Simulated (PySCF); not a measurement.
## M06-2X on Li⁺ (lithium, charge +1)

Configuration: 1s2, closed-shell 1S. All numbers are calculated (PySCF 2.14, scalar relativity by spin-free X2C-1e, in x2c-TZVPall (5s3p, 14 functions)).

| Quantity | Value |
| --- | --- |
| Total energy | -7.2835 hartree |
| One-electron energy | -8.8816 hartree |
| Hartree (Coulomb) energy | 3.2909 hartree |
| Exchange-correlation energy | -1.6928 hartree |
| ⟨S²⟩ | 0.0000 |
| ⟨L²⟩ | 0.000 |
| Sum of ⟨r⟩ | 1.152 bohr |
| Sum of ⟨r²⟩ | 0.9072 bohr² |
| Langevin diamagnetic susceptibility | -0.719 ×10⁻⁶ cm³/mol |
| Time after the integrals | 0.05 s of wall time on 1 thread of Neoverse-V2 (shared host) |

```csv
shell,electrons,mean orbital energy (hartree),"rms radius, mean of both spins (bohr)"
1s,2,-2.51312,0.674
```
